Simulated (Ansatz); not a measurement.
FH3NNbOS, SMILES `[NH2][Nb]([OH])([F])=[S]`, relaxed with RKS PBE-D4/def2-SVP in Ansatz 0.2.0 from a rough embedded geometry. The force threshold is 0.03 eV/Å; the program also tests the step.

The species carries charge 0 and has multiplicity 1. Nb takes the def2 core potential.

Start:

```xyz
8

N    -1.305   -0.049   -0.777
Nb    0.091   -0.003    0.736
O     1.908    0.511   -0.039
F    -0.464    1.289    2.169
S     0.182   -1.852    1.604
H    -1.094   -0.797   -1.468
H    -1.213    0.852   -1.338
H     1.894    0.051   -0.887
```

```
         step  energy (eV)  largest force (eV/Å)  largest move (Å)
            1  -18675.1604                 5.006             0.000
            2  -18675.8971                 2.048             0.193
            3  -18676.1615                 1.801             0.196
            4  -18676.2565                 1.012             0.083
            5  -18676.3319                 1.019             0.194
            6  -18676.3782                 0.303             0.200
            7  -18676.3902                 0.272             0.185
            8  -18676.4016                 0.232             0.050
            9  -18676.4083                 0.110             0.058
           10  -18676.4092                 0.146             0.021
           11  -18676.4097                 0.047             0.009
12 (rejected)  -18676.4095                 0.094             0.019
           13  -18676.4098                 0.005             0.007
```

End:

```xyz
8

N    -1.218   -0.006   -0.841
Nb    0.132    0.025    0.583
O     1.781    0.596   -0.157
F    -0.381    1.238    1.935
S     0.239   -2.005    1.331
H    -1.829   -0.784   -1.104
H    -1.362    0.788   -1.477
H     2.638    0.148   -0.271
```

Run time 16 s (4 threads of an Intel Xeon 6975P-C on a shared host); peak host memory 0.2 GiB.
